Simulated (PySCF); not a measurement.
Worked example: chemical shift, span and skew from a shielding tensor

C3H5BN2O, SMILES C(#N)/N=C\B(C)O. Atoms are numbered in the order given.

```xyz
12

C     -1.5889    -0.6967     0.0000
B     -0.1144    -1.2028     0.0000
O      0.1387    -2.5308     0.0000
C      1.1658    -0.2352     0.0000
N      1.2158     1.0471     0.0000
C      0.1513     1.8410     0.0000
N     -0.6827     2.6548     0.0000
H     -1.7894    -0.0542     0.8738
H     -2.3023    -1.5325     0.0000
H     -1.7894    -0.0542    -0.8738
H      1.0746    -2.7616     0.0000
H      2.1681    -0.7049     0.0000
```

Geometry: PBE0-D3(BJ)/def2-SVP. The structure was generated by enumeration; whether it is a known compound was not checked. One conformer was computed; it need not be the lowest.

GIAO shieldings from PBE/pcSseg-1 (PySCF), non-relativistic, no solvent. The symmetric part of the tensor of N5 has the principal values -569.6, -82.1, 207.5 ppm. The same nucleus in NH3 has σ = 267.0 ppm at this level (PySCF, at its B3LYP-D3(BJ)/def2-TZVP geometry).

Question: Work out the isotropic shielding, the ¹⁵N shift against NH3, the span and the skew.

Answer: 
σ(iso) = (σ11 + σ22 + σ33)/3 = -148.1 ppm. δ = σ(ref) − σ(iso) = 267.0 − (-148.1) = 415.1 ppm.
Span Ω = σ33 − σ11 = 777.1 ppm. Skew κ = 3(σ(iso) − σ22)/Ω = -0.25. Tumbling in solution averages the tensor to δ; in a static solid the shielding alone would spread this spin-1/2 line over Ω.
